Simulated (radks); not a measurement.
The numbers below are computed, except where a source is named.
The nuclear charge of the nitrogen ion N2+ is varied continuously with 5 electrons held in [He] 2s2 2p1. Code: a radial shooting solver on a logarithmic mesh with Libxc functionals. Model: non-relativistic Kohn-Sham, PBEsol, spin-unpolarised, spherical densities, point nucleus. By the Hellmann-Feynman theorem dE/dZ = E(electron-nucleus)/Z, the electronic potential at the nucleus.

| Z | E (hartree) | E(electron-nucleus)/Z (hartree) | HOMO | e(HOMO) (eV) | <r> HOMO (bohr) |
|---|---|---|---|---|---|
| 6.6 | -46.13548 | -15.7519 | 2p | -28.347 | 1.261 |
| 6.8 | -49.34096 | -16.3028 | 2p | -32.718 | 1.197 |
| 7 | -52.65661 | -16.8536 | 2p | -37.367 | 1.139 |
| 7.2 | -56.08241 | -17.4043 | 2p | -42.293 | 1.087 |
| 7.4 | -59.61834 | -17.9550 | 2p | -47.496 | 1.040 |
| 7.6 | -63.26439 | -18.5055 | 2p | -52.974 | 0.9968 |
| 7.8 | -67.02055 | -19.0560 | 2p | -58.728 | 0.9571 |
| 8 | -70.88679 | -19.6065 | 2p | -64.757 | 0.9206 |

The central difference of E at Z = 7 is -16.854 hartree, to compare with the third column; the second derivative is -2.75 hartree.
